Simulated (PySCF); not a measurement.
**Molecular orbitals of GeTe⁺**

ωB97X at R = 2.504 Å; PySCF, scalar-relativistic core potentials, basis sets Ge cc-pVDZ-PP with ECP10, Te cc-pVDZ-PP with ECP28. State: ²Π (doublet), unpaired electrons π ↑. Only the outer orbitals are listed, counted within each symmetry, core potentials removing the inner ones.

```tsv
spin	orbital	occ.	ε (eV)	on Ge (%)	main shells (%)
α	7σ	1	-26.98	22	75 Te s, 18 Ge s
α	8σ	1	-21.99	71	70 Ge s, 20 Te s, 9 Te p
α	5π	1	-15.80	12	87 Te p, 11 Ge p
α	9σ	1	-15.55	46	52 Te p, 36 Ge p, 9 Ge s
α	5π	1	-14.96	17	82 Te p, 16 Ge p
α	6π	0	-6.93	87	87 Ge p, 11 Te p
α	6π	0	-6.70	82	82 Ge p, 16 Te p
α	10σ	0	-3.81	64	62 Ge p, 35 Te p
β	7σ	1	-26.09	29	69 Te s, 24 Ge s
β	8σ	1	-21.76	66	66 Ge s, 26 Te s
β	9σ	1	-15.37	47	51 Te p, 37 Ge p, 8 Ge s
β	5π	1	-14.63	23	77 Te p, 21 Ge p
β	5π	0	-8.86	33	66 Te p, 32 Ge p
β	6π	0	-6.71	77	77 Ge p, 22 Te p
β	6π	0	-6.29	67	67 Ge p, 32 Te p
```

Problem. Which are the highest filled and the lowest empty level, where do they sit, and how wide is the gap?

Solution. Highest filled β 5π at -14.63 eV (in %: 77 Te p, 21 Ge p); lowest empty β 5π at -8.86 eV (in %: 66 Te p, 32 Ge p); the gap at ωB97X is 5.77 eV. Both belong to one degenerate shell, split only by its one-sided filling, so this is no excitation gap.

- bond order (Mayer): 1.79
- ⟨S²⟩: 0.756
- charge on Ge (Mulliken, basis-dependent): 0.67
- charge on Ge (Löwdin, basis-dependent): 0.59
- dipole moment (positive dipole points towards Te; it is taken about the centre of mass and depends on that origin): -3.34 D

Spin–orbit coupling is left out. The state is the lowest determinant that a PBE0 search found; another state may lie lower at other levels.
